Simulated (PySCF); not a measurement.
C₉H₅F₃, SMILES C#Cc1ccccc1C(F)(F)F (GFN2-xTB optimised geometry):

```
17

C     -2.137    -2.344     0.001
C     -1.518    -1.315    -0.001
C     -0.792    -0.102     0.000
C     -1.466     1.119     0.000
C     -0.759     2.306     0.000
C      0.627     2.296     0.000
C      1.312     1.093     0.000
C      0.609    -0.102     0.000
C      1.337    -1.416     0.002
F      2.672    -1.272    -0.006
F      1.041    -2.175    -1.069
F      1.052    -2.165     1.084
H     -2.672    -3.246    -0.001
H     -2.545     1.119     0.000
H     -1.291     3.246     0.001
H      1.177     3.224     0.000
H      2.391     1.079     0.000
```

Method: CAM-B3LYP/def2-SVP (PySCF 2.14.0).

Task: What are the frontier orbital energies and the dipole moment?

Result: HOMO-2 -9.58 eV, HOMO-1 -9.27 eV, HOMO -8.37 eV, LUMO -0.36 eV, LUMO+1 0.33 eV; dipole moment 2.85 D.

Meta-Löwdin charges at CAM-B3LYP/def2-SVP: C1 -0.16, C2 -0.04, C3 0.01, C4 -0.09, C5 -0.09, C6 -0.09, C7 -0.09, C8 -0.03, C9 0.75, F10 -0.27, F11 -0.26, F12 -0.27, H13 0.16, H14 0.12, H15 0.11, H16 0.11, H17 0.12.
